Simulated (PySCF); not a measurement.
AlClH₄O₂Si, SMILES [OH][Al]([OH])[SiH2]Cl.

The structure is a stationary point at PBE-D3(BJ)/def2-SVP. The structure was generated by enumeration; whether it is a known compound was not checked. The values are those of a single conformer.

All values below come from PBE-D3(BJ)/def2-SVP (PySCF).

Frequencies are harmonic and unscaled.

Give all harmonic wavenumbers and intensities. (Estimate from the structure and the level; the computed values follow.)


```csv
mode,ν (cm⁻¹),IR (km/mol),moving atoms (share of kinetic energy)
1,24,0.9,"O 42 %, Si 24 %, Cl 20 %, H 14 %"
2,55,4.7,"O 43 %, Cl 38 %, H 8 %"
3,160,0.7,"O 42 %, Cl 22 %, Al 21 %, Si 9 %"
4,184,11.2,"Al 55 %, O 23 %, H 22 %"
5,201,34.0,"O 48 %, Si 21 %, H 20 %, Al 10 %"
6,339,215.0,"H 89 %, O 10 %"
7,359,16.4,"H 86 %, O 11 %"
8,375,22.5,"Si 42 %, Al 28 %, O 17 %, H 11 %"
9,419,4.3,"H 76 %, Si 15 %, Al 8 %"
10,508,44.6,"Si 51 %, Cl 45 %"
11,567,100.8,"H 81 %, O 18 %"
12,585,251.7,"H 70 %, O 27 %"
13,659,5.1,H 96 %
14,756,212.1,"H 64 %, O 20 %, Al 10 %"
15,795,52.9,"H 36 %, O 36 %, Al 22 %"
16,898,49.4,H 87 %
17,914,93.8,"Al 44 %, O 40 %, H 16 %"
18,2142,77.8,H 98 %
19,2151,82.8,H 96 %
20,3800,80.2,H 94 %
21,3801,66.2,H 94 %
```
